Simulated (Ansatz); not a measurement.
Ansatz (a quantum-chemistry and plane-wave program) input:
A basis named .json is the Basis Set Exchange file of that set.

Ansatz 0.2 input:
```yaml
crystal:
  periodic: [false, false, false]
  atoms:
    - {symbol: Zn, position_ang: [-0.00000000, -0.00000000, -1.19207630]}
    - {symbol: Br, position_ang: [0.00000000, 0.00000000, 1.02177969]}
basis:
  gaussian:
    orbitals: def2-QZVPP.json
    fitting: {mean_field: def2-universal-jkfit, correlation: def2-QZVPP-RIFIT.json}
total_charge: 1
magnetization: {spin_polarized: false}
correlation: {method: mp2, electrons: outside_noble_gas}
```

Problem. Predict the final energy.

Solution. -4350.73007 Eh (RI-MP2/def2-QZVPP). The basis has 189 functions.
